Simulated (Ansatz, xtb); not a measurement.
CBFSn: where a starting geometry ends

The starting geometry of this gas-phase singlet was built from a drawn formula by distance geometry and a force field; its bonds are those of `[B+]=[Sn-]#[C]F`.

```xyz
4

C    -1.1613   -0.3962   -1.5527
B    -0.7541    1.8881    1.4468
F    -1.2814   -1.1888   -2.6166
Sn   -0.9723    0.6648   -0.1050
```

Problem. Predict what becomes of its bonds when it is optimised with r2SCAN-D4/def2-SVP.

Solution. A new bond forms, giving a structure given below by its coordinates. Distances that change by over a tenth: C1–Sn4 (1.80 → 2.41 Å). Contacts that close: C1–B2 (3.79 → 1.39 Å).

The energy falls by 5.52 eV over 27 steps:

```
step  E − E(last) (eV)
   1             5.520
   4             4.834
   7             4.690
  10             4.314
  13             4.011
  15             3.644
  18             2.702
  21             1.291
  24             0.003
  27             0.000
```

Final geometry (Å):

```xyz
4

C    -0.9256    0.3697   -1.2373
B    -0.7755    1.2146   -0.1493
F    -0.9644   -0.1868   -2.4041
Sn   -1.5037   -0.4297    0.9632
```

From the same start GFN2-xTB reaches the same bonding as this run.

The end wasn't checked by frequencies. Atoms past krypton carry core potentials, without spin–orbit terms. Run with Ansatz 0.2.0, 35 s on 1 thread of Intel(R) Xeon(R) 6975P-C (Granite Rapids), with other jobs on the host.
